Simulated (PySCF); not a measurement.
# How well do the runs reproduce experiment for ethylbenzene?

**What was measured.**

From NIST CCCBDB Release 22 (SRD 101), experimental dipoles, for the gas: dipole moment (dielectric constant against temperature) 0.59 D.

How close the calculation comes is told at the end.

Ethylbenzene, C₈H₁₀.
SMILES with atom numbers: `[CH3:1][CH2:2][c:3]1[cH:4][cH:5][cH:6][cH:7][cH:8]1` (hydrogens: H9, H10, H11 on C1; H12, H13 on C2; H14 on C4; H15 on C5; H16 on C6; H17 on C7; H18 on C8)

Structure used (PBE0-D3(BJ)/def2-SVP), in Å, numbered top down from 1:
```
atom  x, y, z in Å
C1    -2.427   -0.468   -0.642
C2    -1.661    0.131    0.535
C3    -0.172    0.144    0.312
C4     0.619   -0.953    0.672
C5     1.990   -0.964    0.422
C6     2.596    0.128   -0.198
C7     1.822    1.228   -0.563
C8     0.451    1.232   -0.310
H9    -3.512   -0.466   -0.456
H10   -2.239    0.102   -1.565
H11   -2.115   -1.507   -0.829
H12   -1.888   -0.441    1.450
H13   -2.011    1.160    0.718
H14    0.151   -1.812    1.163
H15    2.589   -1.829    0.716
H16    3.671    0.123   -0.393
H17    2.288    2.091   -1.045
H18   -0.150    2.100   -0.595
```

The PySCF runs (gas phase, on this PBE0-D3(BJ)/def2-SVP geometry; no spin–orbit coupling):

```tsv
level	job	basis functions
PBE0-D3(BJ)/def2-SVP, grid level 1	geometry optimisation from an MMFF94s start	162
PBE0/pcSseg-1	shieldings, ring-centre shieldings, charges and field gradients	186
B3LYP/pcJ-1	spin–spin couplings from 18 perturbed nuclei, spin–dipole term left out	316
```

## Comparison

**Dipole moment.** Measured: 0.59 D (NIST CCCBDB Release 22 (SRD 101), experimental dipoles).

```csv
level,computed (D),computed − measured (D),% (from the printed values)
PBE0-D3(BJ)/def2-SVP,0.37,-0.22,-37
PBE0/pcSseg-1,0.39,-0.20,-34
B3LYP/pcJ-1,0.35,-0.24,-41
```

Closest is PBE0/pcSseg-1 (-0.20 D), furthest B3LYP/pcJ-1 (-0.24 D); one molecule doesn't rank methods. All 3 levels lie below the measurement. The computed dipoles belong to one fixed geometry; measured ones are averaged over vibrations unless marked μe. Magnitudes are compared, not signs.

The geometry is computed, not the measured one. Where a level misses, the cause wasn't examined.
